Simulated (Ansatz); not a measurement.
Ansatz (an electronic-structure program) input (B2PLYP/def2-TZVPD):

Ansatz 0.2 input:
```yaml
crystal:
  periodic: [false, false, false]
  atoms:
    - {symbol: Ge, position_ang: [-0.00000000, -0.00000000, -1.50938001]}
    - {symbol: I, position_ang: [0.00000000, 0.00000000, 0.91132378]}
basis:
  gaussian:
    orbitals: def2-TZVPD
hamiltonian:
  xc: {name: B2PLYP}
total_charge: 1
magnetization: {spin_polarized: false}
correlation: {electrons: outside_noble_gas}
```

End of the output:

```
integrals: 0.08 GiB planned
873 factors; integrals over basis functions are off by at most 1.1e-3 eV
mean field: 0.45 GiB planned
mean field evaluation 1: about -64589.1467 eV, gradient 2.6e1 eV
mean field evaluation 2: about -64589.1974 eV, gradient 2.6e1 eV
mean field evaluation 4: about -64591.6281 eV, gradient 5.7e0 eV
mean field evaluation 8: about -64591.6775 eV, gradient 3.0e-1 eV
mean field evaluation 16: about -64591.6782 eV, gradient 3.7e-5 eV
mean field -64591.67815307 eV, -2373.7003903133 hartree, gradient 5.1e-6 eV, S^2 0.000000; 0 other end points of the search recorded, 0 dependent functions left out
23 core orbitals not correlated
reference -64591.67827344 eV, -2373.7003947369 hartree; 5, 5 occupied and 85, 85 virtual orbitals, 873 factors
second order -7.11913082 eV of doubles, -0.00000000 eV of singles
Total energy: -64593.60043876 eV, -2373.7710330096 hartree
```
